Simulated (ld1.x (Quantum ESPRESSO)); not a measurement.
## What one change does to a pseudopotential (Ag (Z = 47), ultrasoft)

```json
{"Element": "silver (Ag)", "Generator": "ld1.x (Quantum ESPRESSO) 7.5", "Type": "ultrasoft", "Functional": "Wu–Cohen", "Relativity": "scalar-relativistic", "Frozen core": "[Kr]", "Valence charge": "11", "Reference configuration": "4d9 5s0 5p0 (charge +2)", "Partial waves": "5s (bound, empty): rcut 1.95, rcutus 2.10 bohr; 5s channel at 0.05 Ry: rcut 1.95, rcutus 2.10 bohr; 5p (bound, empty): rcut 2.45, rcutus 2.75 bohr; 5p channel at 3.8 Ry: rcut 2.45, rcutus 2.75 bohr; 4d (bound): rcut 1.90, rcutus 2.20 bohr; 4d channel at 1.35 Ry: rcut 1.90, rcutus 2.20 bohr", "Local potential": "all-electron potential smoothed inside 2.10 bohr (lloc = -1)", "Core correction": "none", "Augmentation charge": "PSQ, radius 1.60 bohr"}
```

All-electron outer shells of the reference configuration (Wu–Cohen, scalar-relativistic, ld1.x):

```csv
shell,level (eV),outermost node (bohr),outermost maximum (bohr)
4p,-80.96,0.44,0.87
4d,-28.90,0.43,1.03
5s,-20.71,1.09,2.20
5p,-14.20,1.22,2.65
```

Change: local potential all-electron potential smoothed inside 1.58 bohr (lloc = -1).

Cutoffs: the cutoffs (Ry, on a coarse ladder) from which the occupation-weighted sum of valence levels, in a spherical-Bessel basis at the reference potential, stays within 10 and 1 mRy of its value at 400 Ry; they do not see the model core or the augmentation charge, which bear on the density cutoff. Errors are all-electron minus pseudo energies relative to the spin-unpolarised reference configuration.

**Question.** Predict the effect on cutoff, ghosts and configuration errors.

**Answer.** The potential gets neither clearly harder nor softer (21 Ry and 35 Ry → 21 Ry and 35 Ry); a bound ghost appears in s, which as a rule spoils a file; of the 7 tests that both files solve, the error grows in 2 and shrinks in 1 by more than 15 % and 0.3 meV (median size 36.8 → 40.7 meV); the range in which the s phases agree widens (upper end 0.9 → at the end of the scan); the range in which the p phases agree narrows (upper end at the end of the scan → 2.7). A state that the projectors do not describe sees the local part alone, so a deeper or shallower local part can create or remove a ghost.

| quantity | base | changed |
| --- | --- | --- |
| cutoff, loose | 21 Ry | 21 Ry |
| cutoff, tight | 35 Ry | 35 Ry |
| bound ghosts | none | s |
| error for 4d10 5s1 5p0, meV [ΔE -29.86 eV] | +22 | +39 |
| error for 4d10 5s0 5p0, meV [ΔE -22.13 eV] | -14 | -8.8 |
| error for 4d8 5s0 5p0, meV [ΔE 36.20 eV] | -42 | -44 |
| error for 4d9 5s1 5p0, meV [ΔE -16.69 eV] | +37 | +41 |
| error for 4d7 5s0 5p0, meV [ΔE 87.92 eV] | -228 | -236 |
| error for 4d9 5s2 5p0, meV [ΔE -25.81 eV] | +84 | +95 |
| error for 4d10 5s0 5p1, meV [ΔE -25.89 eV] | +9.0 | +20 |
| s: phases at 2.98 bohr within 0.05 rad from the reference energy up to (Ry; the scan ends near 5) | 0.9 | to the end of the scan |
| p: phases at 2.98 bohr within 0.05 rad from the reference energy up to (Ry; the scan ends near 5) | to the end of the scan | 2.7 |
| d: phases at 2.98 bohr within 0.05 rad from the reference energy up to (Ry; the scan ends near 5) | 4.2 | 4.2 |
| lowest overlap eigenvalue by channel | s 0.51, p 0.80, d 0.85 | s 0.49, p 0.78, d 0.78 |

 A true bound ghost makes a file unfit for plane-wave use even where its test errors are small: the radial tests pick states by their node count and pass the ghost by.
